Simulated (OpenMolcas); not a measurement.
# Cu2+: moving the ligands

Cu2+ with 6 ligands (iodide) in octahedral coordination (Oh) at 2.86 Å. A charge of +0.667 e stands 2.6 Å behind each ligand. Ligand basis ANO-RCC-VDZP.
```
Cu    0.0000    0.0000    0.0000
I     2.8600    0.0000    0.0000
I     0.0000    2.8600    0.0000
I    -2.8600    0.0000    0.0000
I     0.0000   -2.8600    0.0000
I     0.0000    0.0000    2.8600
I     0.0000    0.0000   -2.8600
```

```yaml
Program: OpenMolcas 26.06
Method: CASSCF
Basis: ANO-RCC-VTZP [6s5p3d2f1g]
Scalar_Hamiltonian: DKH2, point nucleus
Active_space: 9 electrons in 5 orbitals (3d)
State_averaging: 2S+1 = 2 even, 5 roots
Spin-orbit_coupling: RASSI with atomic mean-field integrals over the reference wave functions
```

Runs around this geometry, states (labels of O, the rotations of Oh). Energies in cm-1 above the lowest state or level, χT in cm3 K/mol; 10Dq is the gap between the two states.

```json
{"R (Å)": "2.68", "Ground state": "2E", "First state of that spin": "2T2 3588", "10Dq": "3588", "First gap with spin-orbit (degeneracies)": "2964 (4, 2)", "χT at 300 K": "0.730"}
{"R (Å)": "2.86", "Ground state": "2E", "First state of that spin": "2T2 2191", "10Dq": "2191", "First gap with spin-orbit (degeneracies)": "1679 (4, 2)", "χT at 300 K": "0.917"}
{"R (Å)": "3.02", "Ground state": "2E", "First state of that spin": "2T2 1453", "10Dq": "1453", "First gap with spin-orbit (degeneracies)": "1044 (4, 2)", "χT at 300 K": "1.091"}
```

Taking |10Dq| as R^-n, n = -ln(1453 / 3588) / ln(3.02 / 2.68) = 7.6 between the shortest and longest distance. The point-charge formula for a cubic d site gives n = 5.

An orbital doublet at a regular site is open to a Jahn-Teller distortion, which this geometry leaves out. Ligand-to-metal charge-transfer states are missing. With metal d orbitals alone and no dynamic correlation the field as a rule comes out too small, by tens of per cent, by up to half for chloride and softer ligands, and the orbital part of g and χT, which goes as 1/10Dq, too large. No measured value stands beside these numbers; the geometry is a model, was not optimised and need not be the one that this ion takes.
